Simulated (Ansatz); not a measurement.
Zr₃O₇H₂, relaxed as a singlet with RKS PBE0-D4/def2-SVP in Ansatz, starting from the GFN2-xTB geometry. Force threshold 0.02 eV/Å.

In the def2 sets Zr takes a core potential; there is no spin–orbit coupling. The structure holds 2 bonds between oxygen atoms, so isomers without such links may lie far lower. The relaxation made no stability test and no search for a lower SCF solution. No other spin state of charge 0 was run. Another isomer (singlet) lies 4.75 eV lower at PBE0-D4/def2-TZVP; other spin states weren't run for this one.

Start:

```
atom   x (Å)   y (Å)   z (Å)
 Zr1  -1.036  -0.242   1.676
 Zr2   0.505  -1.665  -0.685
 Zr3   0.427   1.436  -0.617
  O4   1.138  -0.222   0.588
  O5  -1.478   1.321   0.158
  O6  -1.595  -0.535   3.310
  O7  -1.070  -1.772   0.351
  O8  -0.531   1.816   1.202
  O9  -0.277  -0.063  -1.912
 O10   1.195   0.107  -2.054
 H11   1.273   2.987  -1.002
 H12   1.447  -3.168  -1.015
```

Task: Estimate the energy that the relaxation releases and the steps that it takes.

Result: 37.1 kJ/mol, in 12 steps; 87 s on 4 threads of Arm Neoverse V1 on a shared host. No frequencies were taken in this run, so the end may be a saddle point.

Task: Does the start keep its bonding?

Result: By distances, no bond broke or formed. The bond that changes most is Zr1–O4, from 2.43 to 2.22 Å (atoms count from 1).

Task: Predict the relaxed structure.

Result: 
```xyz
12

Zr   -1.075   -0.248    1.629
Zr    0.494   -1.636   -0.718
Zr    0.413    1.446   -0.568
O     0.904   -0.179    0.621
O    -1.534    1.458    0.122
O    -1.317   -0.634    3.315
O    -1.071   -1.851    0.313
O    -0.628    1.882    1.200
O    -0.245   -0.016   -1.946
O     1.227    0.020   -1.959
H     1.366    2.994   -1.038
H     1.465   -3.235   -0.971
```
Bond lengths (bridged metal pairs left out): 14 × O–Zr 1.75 to 2.32 Å; 2 × O–O 1.47 Å; 2 × H–Zr 1.88 to 1.89 Å.
